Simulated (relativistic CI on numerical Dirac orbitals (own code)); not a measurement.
Line list: Forbidden lines, Au⁵¹⁺

These numbers are calculated, not measured: Dirac-Coulomb-Breit CI, KLI orbitals optimised for each configuration, QED by a radiative potential, unscaled Slater integrals (own radial code, finite nucleus).

CI space (outside the closed core [Ne]): 3s2 3p6 3d10, 3s2 3p6 3d9 4s, 3s2 3p6 3d9 4p, 3s2 3p6 3d9 4d, 3s2 3p5 3d10 4s, 3s2 3p6 3d9 4f, 3s2 3p5 3d10 4p, 3s2 3p6 3d8 4s2, 3s2 3p5 3d10 4d, 3s2 3p6 3d8 4s 4p, 3s 3p6 3d10 4s, 3s2 3p6 3d9 5s, 3s2 3p5 3d10 4f, 3s2 3p6 3d8 4p2, 3s2 3p6 3d8 4s 4d, 3s2 3p6 3d9 5p, 3s 3p6 3d10 4p, 3s2 3p5 3d9 4s2, 3s2 3p6 3d9 5d, 3s2 3p6 3d8 4p 4d, 3s2 3p6 3d9 5f, 3s2 3p5 3d9 4s 4p, 3s2 3p6 3d9 5g, 3s 3p6 3d10 4d, 3s2 3p6 3d8 4d2, 3s2 3p5 3d9 4p2, 3s2 3p5 3d9 4s 4d, 3s 3p6 3d10 4f, 3s 3p6 3d9 4s2, 3s2 3p5 3d10 5s, 3s2 3p6 3d9 6s, 3s2 3p4 3d10 4s2, 3s2 3p6 3d9 6p, 3s2 3p5 3d9 4p 4d, 3s2 3p5 3d10 5p, 3s2 3p6 3d9 6d. Levels of other configurations are missing.

| λ vac (Å) | Lower | Upper | Type | A (s⁻¹) | E lower (Ry) | E upper (Ry) |
| --- | --- | --- | --- | --- | --- | --- |
| 3.5220 | 3s2 3p6 3d10 1S_0 [1] | 3s 3p6 3d10 4d 1D_2 [177] | E2 | 3.04e+11 | 0.000 | 258.734 |
| 3.6168 | 3s2 3p6 3d10 1S_0 [1] | 3s2 3p5 3d10 4f 3F_2 [155] | E2 | 1.04e+12 | 0.000 | 251.956 |
| 4.1133 | 3s2 3p6 3d10 1S_0 [1] | 3s2 3p5 3d10 4f 1D_2 [83] | E2 | 1.01e+12 | 0.000 | 221.542 |
| 5.1599 | 3s2 3p6 3d10 1S_0 [1] | 3s2 3p6 3d9 4d 3D_2 [35] | E2 | 1.11e+10 | 0.000 | 176.606 |
| 5.2198 | 3s2 3p6 3d10 1S_0 [1] | 3s2 3p6 3d9 4d 3F_2 [31] | E2 | 2.98e+10 | 0.000 | 174.579 |
| 5.2785 | 3s2 3p6 3d9 4s 1D_2 [3] | 3s2 3p6 3d8 4s 4d 3P_1 [397] | E2 | 1.81e+10 | 136.804 | 309.441 |
| 5.2846 | 3s2 3p6 3d9 4s 1D_2 [3] | 3s2 3p6 3d8 4s 4d 3F_4 [392] | E2 | 2.41e+10 | 136.804 | 309.243 |
| 5.2854 | 3s2 3p6 3d9 4s 3D_3 [2] | 3s2 3p6 3d8 4s 4d 3F_4 [389] | E2 | 1.69e+10 | 136.651 | 309.062 |
| 5.2883 | 3s2 3p6 3d9 4s 3D_3 [2] | 3s2 3p6 3d8 4s 4d 3D_3 [388] | E2 | 1.88e+10 | 136.651 | 308.969 |
| 5.3014 | 3s2 3p6 3d9 4s 3D_3 [2] | 3s2 3p6 3d8 4s 4d 3G_5 [373] | E2 | 2.76e+10 | 136.651 | 308.544 |
| 5.3106 | 3s2 3p6 3d9 4s 1D_2 [3] | 3s2 3p6 3d8 4s 4d 1P_1 [370] | E2 | 1.99e+10 | 136.804 | 308.398 |
| 5.3593 | 3s2 3p6 3d10 1S_0 [1] | 3s2 3p6 3d9 4d 1D_2 [25] | E2 | 4.38e+10 | 0.000 | 170.035 |
| 6.2148 | 3s2 3p6 3d9 4s 1D_2 [3] | 3s2 3p6 3d8 4s2 1G_4 [226] | E2 | 7.43e+09 | 136.804 | 283.433 |
| 6.2260 | 3s2 3p6 3d9 4s 3D_3 [2] | 3s2 3p6 3d8 4s2 3P_2 [221] | E2 | 8.23e+09 | 136.651 | 283.017 |
| 6.2325 | 3s2 3p6 3d9 4p 3F°_3 [7] | 3s2 3p6 3d8 4s 4p 3H°_5 [252] | E2 | 8.52e+09 | 144.745 | 290.957 |
| 6.2445 | 3s2 3p6 3d9 4s 3D_2 [5] | 3s2 3p6 3d8 4s2 3F_2 [242] | E2 | 1.42e+10 | 143.465 | 289.395 |
| 6.2529 | 3s2 3p6 3d9 4p 3F°_4 [10] | 3s2 3p6 3d8 4s 4p 3H°_6 [302] | E2 | 8.34e+09 | 155.343 | 301.079 |
| 6.2584 | 3s2 3p6 3d9 4s 3D_3 [2] | 3s2 3p6 3d8 4s2 3F_3 [219] | E2 | 5.71e+09 | 136.651 | 282.258 |
| 6.2767 | 3s2 3p6 3d9 4p 3F°_3 [16] | 3s2 3p6 3d8 4s 4p 3F°_4 [364] | E2 | 9.23e+09 | 162.180 | 307.362 |
| 6.2988 | 3s2 3p6 3d9 4p 3F°_4 [10] | 3s2 3p6 3d8 4s 4p 5G°_5 [294] | E2 | 5.72e+09 | 155.343 | 300.016 |
| 6.3518 | 3s2 3p6 3d10 1S_0 [1] | 3s2 3p6 3d9 4s 3D_2 [5] | E2 | 7.84e+09 | 0.000 | 143.465 |
| 6.5105 | 3s2 3p6 3d9 4s 3D_2 [5] | 3s2 3p6 3d8 4s2 1G_4 [226] | E2 | 9.66e+09 | 143.465 | 283.433 |
| 6.5277 | 3s2 3p6 3d9 4s 1D_2 [3] | 3s2 3p6 3d8 4s2 1D_2 [201] | E2 | 1.50e+10 | 136.804 | 276.405 |
| 6.5421 | 3s2 3p6 3d9 4p 3F°_3 [7] | 3s2 3p6 3d8 4s 4p 3F°_2 [230] | E2 | 1.15e+10 | 144.745 | 284.037 |
| 6.5542 | 3s2 3p6 3d9 4s 3D_3 [2] | 3s2 3p6 3d8 4s2 3F_4 [198] | E2 | 1.30e+10 | 136.651 | 275.686 |
| 6.5615 | 3s2 3p6 3d9 4s 1D_2 [3] | 3s2 3p6 3d8 4s2 3F_4 [198] | E2 | 5.26e+09 | 136.804 | 275.686 |
| 6.5717 | 3s2 3p6 3d9 4p 3P°_2 [6] | 3s2 3p6 3d8 4s 4p 3D°_3 [224] | E2 | 1.58e+10 | 144.656 | 283.321 |
| 6.5780 | 3s2 3p6 3d9 4p 3F°_3 [7] | 3s2 3p6 3d8 4s 4p 3G°_4 [223] | E2 | 1.44e+10 | 144.745 | 283.279 |
| 6.5923 | 3s2 3p6 3d9 4p 3F°_4 [10] | 3s2 3p6 3d8 4s 4p 5F°_5 [262] | E2 | 6.55e+09 | 155.343 | 293.574 |
| 6.6611 | 3s2 3p6 3d10 1S_0 [1] | 3s2 3p6 3d9 4s 1D_2 [3] | E2 | 1.05e+10 | 0.000 | 136.804 |

Terms are leading LS components. Brackets give the number of a level in order of energy, since labels repeat. The list gives strong lines, with weight on those to low levels, among the lowest 400 of 2285 levels, so that lines to higher ones, which can be the strongest, are missing. Levels whose partners in the same complex of configurations lie outside the list can be far off, and so can their lines. Rates are taken at the computed energies, electric ones in the length gauge.

At this charge energies of transitions that change n are usually good to better than 1 %, and those within a shell (Δn = 0) to a few per cent.

LS names give the leading component of a level, which can be under half, so a name can repeat, a term be missing and a line seem to break the LS rules.
